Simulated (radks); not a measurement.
The numbers below are computed, except where a source is named.
Te10+, 42 electrons, occupied as [Kr] 4d5 5s1 (not the ground configuration).

Level of theory: scalar-relativistic Kohn-Sham, PBE, spin-polarised, spherical densities, point nucleus; open shells are filled with parallel spins first (spin-orbit coupling, left out, can overturn this in heavy ions) (a radial shooting solver on a logarithmic mesh with Libxc functionals).

Energy parts (eV):
| part | energy |
|---|---|
| total | -183974.204 |
| kinetic | 192823.364 |
| electron-nucleus | -436979.703 |
| Hartree | 64777.829 |
| exchange-correlation | -4595.694 |

Orbitals (lengths in bohr, moments of r in powers of bohr; <r^-3> diverges for s and p1/2; r(max) is where P^2 peaks; r(90%) holds 90 % of the orbital's charge):
orbital,occ.,eigenvalue (eV),r(max),r(90%),<1/r>,<r^-3>
1s up,1,-31827.92,0.01794,0.0500,55.57,-
1s down,1,-31827.80,0.01794,0.0500,55.57,-
2s up,1,-5050.673,0.1014,0.185,12.72,-
2s down,1,-5048.580,0.1013,0.185,12.72,-
2p up,3,-4554.244,0.08124,0.170,12.19,5395
2p down,3,-4552.616,0.08122,0.170,12.19,5397
3s up,1,-1159.711,0.2923,0.473,4.555,-
3s down,1,-1158.630,0.2923,0.472,4.555,-
3p up,3,-998.4894,0.2858,0.479,4.334,1026
3p down,3,-997.2609,0.2859,0.479,4.334,1026
3d up,5,-755.7053,0.2371,0.464,4.102,141.8
3d down,5,-753.8466,0.2374,0.464,4.102,141.7
4s up,1,-347.3095,0.6903,1.06,1.893,-
4s down,1,-340.1646,0.6889,1.06,1.897,-
4p up,3,-294.9739,0.7209,1.12,1.758,218.9
4p down,3,-287.7740,0.7195,1.13,1.761,219.7
4d up,5,-216.8590,0.7663,1.26,1.546,25.47
4d down,0,-209.7275,0.7650,1.27,1.545,25.50
5s up,1,-148.5473,1.449,2.09,0.9088,-
5s down,0,-143.8602,1.459,2.10,0.9009,-
5p up,0,-130.5106,1.558,2.26,0.8399,60.71
5p down,0,-126.0406,1.567,2.27,0.8338,59.71
6s up,0,-83.0995,2.610,3.51,0.5378,-

The highest occupied level is 5s up at -148.55 eV. The configuration is held as typed, so some empty levels lie below it. Summed over all electrons, <r^2> = 14.08 bohr^2, which gives a Langevin (diamagnetic) susceptibility term of -11.2 x 10^-6 cm^3/mol. The density falls to 0.001 e/bohr^3 at r = 2.54 bohr.
